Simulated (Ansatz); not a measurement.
Ansatz results at the PBE0-D4/def2-TZVP geometry: LUMO energy (ωB97M-V/def2-TZVPP) 0.55 eV; LUMO energy (PBE/def2-TZVPP) -2.31 eV; size of the dipole moment (PBE/def2-TZVPP) 4.56 D.

Each molecule was computed in one conformer, which needn't be the lowest.

Q: Which molecule gave them?
A. `[CH3][GeH]([F])[SH]`
B. `[F][Ge]([F])([F])[c]1ccccc1`
C. `C[CH2][GeH]([CH2]C)[N](C)C`
D. `[Cl][Ge]([Cl])([Cl])[I]`

A: B. The others give `[CH3][GeH]([F])[SH]`: 2.13, -0.74, 2.53; `[Cl][Ge]([Cl])([Cl])[I]`: -0.72, -3.53, 0.98; `C[CH2][GeH]([CH2]C)[N](C)C`: 2.48, 0.26, 0.46.
